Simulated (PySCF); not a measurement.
CH3Si, SMILES [SiH]=C (connectivity only; charge and spin as stated), charge +1, multiplicity 1.

Coordinates come from a r2SCAN-D4/def2-TZVP optimisation. A frequency run showed that this geometry is not a minimum. The multiplicity is an assumed one; other spin states were not compared. The isomer is the one that the SMILES or the coordinates give; other isomers of the formula were not compared.

Level of theory: TDA-LC-ωPBE/def2-TZVPD run with PySCF 2.14.0.

Vertical excitations. Gas-phase values at a fixed geometry. State labels are in the subgroup C2v.

Computed excitation energies, oscillator strengths and character:
| state | symmetry | energy (eV) | λ (nm) | f | main pairs |
|---|---|---|---|---|---|
| S1 | A2 | 2.37 | 522 | 0.000 | HOMO→LUMO 99 % |
| S2 | B1 | 4.46 | 278 | 0.047 | HOMO→LUMO+2 98 % |
| S3 | A1 | 5.70 | 217 | 0.178 | HOMO→LUMO+1 82 % |
| S4 | B2 | 6.81 | 182 | 0.000 | HOMO−1→LUMO 97 % |
| S5 | B1 | 8.06 | 154 | 0.000 | HOMO−1→LUMO+1 97 % |
| S6 | A1 | 8.59 | 144 | 0.015 | HOMO−2→LUMO 77 %, HOMO−1→LUMO+2 18 % |
| S7 | B1 | 8.91 | 139 | 0.069 | HOMO→LUMO+3 77 %, HOMO→LUMO+4 16 % |
| S8 | A2 | 9.17 | 135 | 0.000 | HOMO−2→LUMO+1 95 % |
| S9 | A2 | 9.70 | 128 | 0.000 | HOMO→LUMO+7 87 % |
| S10 | B2 | 9.76 | 127 | 0.036 | HOMO−2→LUMO+2 86 % |
| T1 | A2 | 1.88 | 659 | 0 | HOMO→LUMO 98 % |
| T2 | A1 | 2.63 | 472 | 0 | HOMO→LUMO+1 96 % |
| T3 | B1 | 3.32 | 373 | 0 | HOMO→LUMO+2 96 % |
| T4 | B2 | 6.03 | 206 | 0 | HOMO−1→LUMO 95 % |
Triplets are in the Tamm–Dancoff approximation.
